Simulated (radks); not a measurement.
Coulomb parameter of the 4d shell of the molybdenum ion Mo3+ in the model configuration [Kr] 4d2 5s1, as a second difference U = [E(n + 1) + E(n - 1) - 2 E(n)] / (1)^2 with all orbitals relaxed. "Bare": the charge of the atom changes with n. "Screened": the 5s shell takes up the change at fixed total charge, which measures U(4d,4d) + U(5s,5s) - 2 U(4d,5s). Calculated with a radial shooting solver on a logarithmic mesh with Libxc functionals: Dirac Kohn-Sham, PBE, spin-unpolarised, spherical densities, finite nucleus; open shells are shared between the two j in proportion to 2j + 1; Fermi nuclear charge, rms radius 4.4091 fm.

| case | configuration | E - E(n) (eV) |
|---|---|---|
| start | [Kr] 4d2 5s1 | 0.000 |
| bare +1 | [Kr] 4d3 5s1 | -29.903 |
| bare -1 | [Kr] 4d1 5s1 | 43.028 |
| screened +1 | [Kr] 4d3 | -7.000 |
| screened -1 | [Kr] 4d1 5s2 | 8.642 |

U(bare) = 13.125 eV, U(screened by 5s) = 1.643 eV.
